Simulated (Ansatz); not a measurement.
```yaml
crystal:
  periodic: [false, false, false]
  atoms:
    - {symbol: N, position_ang: [-0.604023, 0.373812, 0.214876]}
    - {symbol: C, position_ang: [0.479017, -0.313404, -0.130553]}
    - {symbol: F, position_ang: [1.057778, -0.822432, 0.953223]}
    - {symbol: Se, position_ang: [1.134125, -0.570355, -1.760159]}
    - {symbol: H, position_ang: [-0.878855, 0.450582, 1.180397]}
    - {symbol: H, position_ang: [-1.146043, 0.817697, -0.503883]}
basis:
  gaussian: {orbitals: pcseg-2}
magnetization: {spin_polarized: true, initial_magnetization: 1}
hamiltonian: {xc: {name: LC-wPBE}}
```

```sh
$ ansatz run in.yaml --threads 2 --pin off --events-out ev --progress --plain --max-ram 4352MiB
```

**Question.** How does Ansatz answer? (An estimate is asked.)

**Answer.** The calculation gave: The input was rejected before any iteration.
```
Error: a molecule whose nuclei and cores have a total charge of 58 cannot have a net charge of 0 together with 1 unpaired electrons
```
